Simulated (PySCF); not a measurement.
Atoms are numbered as in `[O:1]=[C:2]([F:3])[c:4]1[cH:5][cH:6][cH:7][s:8]1`. Each H is labelled by its parent atom.

Geometry: PBE0-D3(BJ)/def2-SVP; GIAO shifts from PySCF, gas phase, non-relativistic, averaged over equivalent atoms.

At PBE0/6-31G (82 basis functions, 10 s wall time on 1 thread of an AMD EPYC 7R13, shared host):
| atoms | δ (ppm) |
| --- | --- |
| O1 | 398.7 |
| C2 | 148.9 |
| C7 | 139.8 |
| C4 | 134.7 |
| C5 | 130.8 |
| C6 | 123.1 |
| F3 | 13.9 |
| S8 | 196.2 |
| H(C5) | 7.96 |
| H(C7) | 7.67 |
| H(C6) | 7.25 |

δ = σ(ref) − σ, references computed at the same level: H2O for 17O (318.49 ppm); TMS for 13C (199.54 ppm) and 1H (32.61 ppm); 19F (177.36 ppm) vs CFCl3; 33S (540.71 ppm) vs CS2.

Task: What do these become at PBE0/pcSseg-1?

Result: 
| atoms | δ at PBE0/pcSseg-1 | change |
| --- | --- | --- |
| O1 | 420.4 | +21.7 |
| C2 | 157.6 | +8.7 |
| C7 | 145.5 | +5.7 |
| C4 | 137.0 | +2.3 |
| C5 | 141.2 | +10.4 |
| C6 | 132.6 | +9.5 |
| F3 | 18.4 | +4.5 |
| S8 | 247.3 | +51.1 |
| H(C5) | 7.83 | -0.13 |
| H(C7) | 7.62 | -0.05 |
| H(C6) | 7.20 | -0.05 |

Shifts are taken against calculated references (same method and geometry level): 17O (334.56 ppm) against H2O; TMS for 13C (184.41 ppm) and 1H (31.27 ppm); CFCl3 for 19F (177.25 ppm); CS2 for 33S (495.66 ppm).

The largest change is at S8 (aromatic ring sulfur). Cost: 158 basis functions, 16 s wall time on 1 thread of an AMD EPYC 7R13, shared host. The order of the carbon signals changes between the two levels.

Unscaled 19F shifts against computed CFCl3 carry errors that often reach 10 to 50 ppm. Unscaled 17O shifts of doubly bonded oxygen tend to come out too high, by tens of ppm or more. Experimental scales use liquid or dissolved standards, which lie at an offset from isolated H2O (liquid H2O: subtract about 36 ppm).
